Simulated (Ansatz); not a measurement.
`[SiH3]C[SiH2][SeH]` + HBr → `[SeH][SiH2]Br` + `C[SiH3]` at 600 K and 1 bar (ligand exchange at the Si–C bond).

Program: Ansatz. Geometries: PBE0-D4/def2-TZVP. ΔE: electronic, gas phase. CCSD(T)/CBS adds triple-zeta CCSD(T) − MP2 to the extrapolated MP2 energy (def2 sets, frozen cores). This one scheme is used for every species. For Br, Se outer-core shells are correlated without core-valence functions, which leaves a few kJ/mol of doubt a bond. Scalar relativity is left out up to krypton. One conformer a species, not always the lowest.

| species | CCSD(T)/CBS energy (Eh) | H − E (kJ/mol) | S (J/(mol·K)) |
| --- | --- | --- | --- |
| `[SiH3]C[SiH2][SeH]` | -3021.76113 | 274.9 | 485.5 |
| HBr | -2573.91920 | 33.5 | 219.1 |
| `[SeH][SiH2]Br` | -5264.97418 | 113.9 | 393.2 |
| `C[SiH3]` | -330.73916 | 199.7 | 315.0 |

H − E and S are ideal-gas, rigid-rotor, harmonic terms from PBE0-D4/def2-TZVP, for one conformer and one mirror image of each species. 1 Eh = 2625.50 kJ/mol, R = 8.31446 J/(mol·K).

By hand: ΔE, ΔH, ΔS and ΔG.

ΔE = (-5264.97418) + (-330.73916) − (-3021.76113) − (-2573.91920) = -0.03301 Eh = -86.7 kJ/mol. Δ(H − E) = 113.9 + 199.7 − 274.9 − 33.5 = 5.2, so ΔH = -81.5 kJ/mol. ΔS = 393.2 + 315.0 − 485.5 − 219.1 = 3.6 J/(mol·K). ΔG = -81.5 − 600 × (3.6)/1000 = -83.7 kJ/mol.

By hand: the equilibrium constant, and the temperature at which ΔG would vanish if ΔH and ΔS stayed fixed.

log₁₀ K = −ΔG/(RT ln 10) = 7.3. ΔH and −TΔS have one sign here, so there is no such temperature.

The number of gas molecules stays the same, so ΔS is small and ΔH decides. A doubt of 5 kJ/mol in ΔE shifts log₁₀ K by 0.4 here. Other conformers and mirror images would add mixing entropy, several J/(mol·K) or more a flexible species. Modes under 60 cm⁻¹, often nearly free rotors, make the harmonic entropy too high. These are equilibria of isolated gas molecules and say nothing of rates. Largest T1 diagnostic: 0.010 (customary marks: 0.02 for closed shells, 0.045 for open ones).

ΔS is within the doubt of such terms, so its sign, and with it that verdict, could turn.
